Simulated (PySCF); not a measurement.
Atom-mapped SMILES (the numbers label the heavy atoms): `[CH3:1][c:2]1[p:3][cH:4][cH:5][p:6][c:7]1[CH:8]([CH3:9])[CH3:10]`; H(Xn) means a hydrogen on atom n.

Computed data (PySCF): structure optimised with GFN2-xTB, GIAO PBE0/pcSseg-1 shieldings. Single conformer, isolated molecule, non-relativistic, rapidly exchanging positions averaged.

References, each an isolated molecule treated in the same way: TMS for ¹³C (σref 186.93) and ¹H (σref 31.72); ³¹P (σref 318.38) against H3PO4.

```json
{"atoms": "H(C8)", "nucleus": "¹H", "count": "1", "Hirshfeld charge": "0.04", "δ (ppm)": "?"}
{"atoms": "C1", "nucleus": "¹³C", "count": "1", "Hirshfeld charge": "-0.12", "δ (ppm)": "?"}
{"atoms": "C4", "nucleus": "¹³C", "count": "1", "Hirshfeld charge": "-0.11", "δ (ppm)": "166.0"}
{"atoms": "H(C4)", "nucleus": "¹H", "count": "1", "Hirshfeld charge": "0.05", "δ (ppm)": "?"}
{"atoms": "P3", "nucleus": "³¹P", "count": "1", "Hirshfeld charge": "0.09", "δ (ppm)": "258.9"}
{"atoms": "H(C9)/H(C10)", "nucleus": "¹H", "count": "6", "Hirshfeld charge": "0.04", "δ (ppm)": "1.64"}
{"atoms": "C9/C10", "nucleus": "¹³C", "count": "2", "Hirshfeld charge": "-0.12", "δ (ppm)": "30.9"}
{"atoms": "C2", "nucleus": "¹³C", "count": "1", "Hirshfeld charge": "-0.04", "δ (ppm)": "174.2"}
{"atoms": "P6", "nucleus": "³¹P", "count": "1", "Hirshfeld charge": "0.12", "δ (ppm)": "261.3"}
{"atoms": "H(C1)", "nucleus": "¹H", "count": "3", "Hirshfeld charge": "0.04", "δ (ppm)": "3.08"}
{"atoms": "C7", "nucleus": "¹³C", "count": "1", "Hirshfeld charge": "-0.04", "δ (ppm)": "?"}
{"atoms": "H(C5)", "nucleus": "¹H", "count": "1", "Hirshfeld charge": "0.05", "δ (ppm)": "9.71"}
{"atoms": "C8", "nucleus": "¹³C", "count": "1", "Hirshfeld charge": "-0.02", "δ (ppm)": "37.6"}
{"atoms": "C5", "nucleus": "¹³C", "count": "1", "Hirshfeld charge": "-0.11", "δ (ppm)": "166.0"}
```

Task: Fill in the missing shifts.

Result: 
- C7: 195.0 ppm, substituted aromatic carbon
- C1: 28.3 ppm, methyl carbon on an aromatic ring; a saturated carbon with 1 carbon neighbour and no heteroatom attached
- H(C4): 9.48 ppm, hydrogen on an aromatic CH; aromatic region
- H(C8): 3.57 ppm, hydrogen on an sp3 CH on an aromatic ring

Shifts are as computed. Against solution values, carbons near 30 ppm lie about +3 ppm off and those near 130 ppm about +5 ppm. Of 1211 compounds with measured shifts, 218 miss one by over three times the rms of a fit or turn the order of signals round; such compounds aren't used in these exercises. Experimental scales use liquid or dissolved standards, which lie at an offset from isolated H3PO4.
